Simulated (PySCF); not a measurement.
# Correlation energy of C²⁺ (carbon, charge +2)

[He] 2p2, high-spin 3P determinant (an excited configuration). All numbers are calculated (PySCF 2.14, the spin-free X2C one-electron Hamiltonian (Gaussian nucleus), in x2c-QZVPPall). Frozen: 1s2; 2 electrons correlated.

With two correlated electrons CCSD is exact within the correlated space (frozen core and kept virtual orbitals).

```csv
level,correlation energy (mhartree)
CCSD,-9.47
```

Diagnostics: T1 = 0.00043, D1 = 0.0006, largest double amplitude 0.019.

Cost of the coupled-cluster step: about 3 core-seconds, for 2 correlated electrons.
